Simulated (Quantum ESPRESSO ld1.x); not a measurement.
Results of a calculation; reference values are marked as such.
All-electron atom: neutral sulfur in [He] 2s2 2p4 3s2 3p6 (not the ground configuration).

Code: ld1.x of Quantum ESPRESSO 7.5. Model: scalar-relativistic Kohn-Sham, LDA (Slater exchange, Perdew-Zunger correlation), spin-polarised, spherical densities, point nucleus; open shells are filled with parallel spins first.

Energy parts (eV):
part                     energy
total                 -10489.11
kinetic                10522.19
electron-nucleus      -24724.22
Hartree                 4328.37
exchange-correlation    -615.45

Orbitals (lengths in bohr, moments of r in powers of bohr; <r^-3> diverges for s and p1/2):
1s up: occ. 1; eigenvalue (eV) -2470.21; <r^4> 0.0004147; <r^2> 0.01269
1s down: occ. 1; eigenvalue (eV) -2465.28; <r^4> 0.0004121; <r^2> 0.01265
2s up: occ. 1; eigenvalue (eV) -255.659; <r^4> 0.1099; <r^2> 0.2493
2s down: occ. 1; eigenvalue (eV) -247.854; <r^4> 0.1144; <r^2> 0.2537
2p up: occ. 3; eigenvalue (eV) -205.901; <r^4> 0.09189; <r^-3> 92.22; <r^2> 0.2106
2p down: occ. 1; eigenvalue (eV) -196.965; <r^4> 0.09769; <r^-3> 90.51; <r^2> 0.2163
3s up: occ. 1; eigenvalue (eV) -22.1147; <r^4> 11.64; <r^2> 2.617
3s down: occ. 1; eigenvalue (eV) -21.3518; <r^4> 12.41; <r^2> 2.699
3p up: occ. 3; eigenvalue (eV) -10.5788; <r^4> 23.71; <r^-3> 8.707; <r^2> 3.506
3p down: occ. 3; eigenvalue (eV) -9.9431; <r^4> 26.43; <r^-3> 8.309; <r^2> 3.693
4s up: occ. 0; eigenvalue (eV) -0.2295; <r^4> 15670; <r^2> 77.56
4s down: occ. 0; eigenvalue (eV) -0.2185; <r^4> 16980; <r^2> 80.39

The highest occupied level is 3p down at -9.943 eV. The density falls to 0.001 e/bohr^3 at r = 3.83 bohr.
